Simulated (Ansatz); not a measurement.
Program: Ansatz. Geometries: PBE0-D4/def2-TZVP. ΔE: electronic, gas phase. CCSD(T)/CBS is the MP2 limit (def2-TZVPP, def2-QZVPP) plus CCSD(T) − MP2 in def2-TZVPP, frozen cores. Functionals use def2-TZVPP. One conformer a species, not always the lowest.

Reaction (substitution at a C–C bond): `CC(O)(F)CF` + `N[SiH](N)S` → `CN[SiH](N)S` + `OC(F)CF`

Q: Is it downhill or uphill in electronic energy at CCSD(T)/CBS, and by how much? (Estimate.)

A: The calculation gave: Uphill: ΔE = +67.6 kJ/mol.

Q: What do these levels give: PBE-D4, ωB97X-V, r2SCAN, PBE0, HF/def2-QZVPP, MP2/CBS(def2)? (Best estimate.)

A: Ansatz gave: PBE-D4 59.6, ωB97X-V 64.1, r2SCAN 68.4, PBE0 61.9, HF/def2-QZVPP 59.9, MP2/CBS(def2) 70.0 kJ/mol.

Largest T1 diagnostic among the species: 0.011.

In def2-TZVPP, CCSD(T) changes the Hartree–Fock value by +4.9 kJ/mol (the triples alone add +0.6 kJ/mol) and MP2 by +7.3 kJ/mol.
